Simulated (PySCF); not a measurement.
# Correlation energy of Cd⁺ (cadmium, charge +1)

Starting occupation: [Kr] 4d10 5s1, 5s1/2 with m_j = +1/2. All numbers are calculated (PySCF 2.14, X2C-1e with screened-nucleus spin-orbit coupling, Gaussian nucleus, in x2c-TZVPall-2c with one added diffuse shell each of s, p, d type (9s10p8d1f, 86 functions)). Frozen: [Ar] 3d10; 19 electrons correlated; the 6 highest virtual spinors left out.

MP2 pair energies summed by pair of shells (mhartree):

```tsv
pair	energy	share (%)
4d3/2-4d5/2	-134.03	26.1
4d5/2-4d5/2	-96.27	18.7
4d5/2-4p3/2	-47.92	9.3
4d3/2-4d3/2	-42.31	8.2
4d3/2-4p3/2	-32.72	6.4
4d5/2-4p1/2	-23.98	4.7
4p3/2-4p3/2	-18.02	3.5
4d5/2-5s1/2	-17.96	3.5
4p1/2-4p3/2	-17.25	3.4
4d5/2-4s1/2	-16.28	3.2
4d3/2-4p1/2	-15.70	3.1
4d3/2-5s1/2	-11.48	2.2
4p3/2-4s1/2	-11.34	2.2
4d3/2-4s1/2	-10.95	2.1
4p1/2-4s1/2	-5.72	1.1
4p1/2-4p1/2	-4.65	0.9
4s1/2-4s1/2	-3.17	0.6
4p3/2-5s1/2	-2.84	0.6
4p1/2-5s1/2	-1.28	0.2
4s1/2-5s1/2	-0.33	0.1
```

Total MP2 correlation energy: -514.21 mhartree.

This basis was not built for core-valence correlation, so the inner-shell part is incomplete.
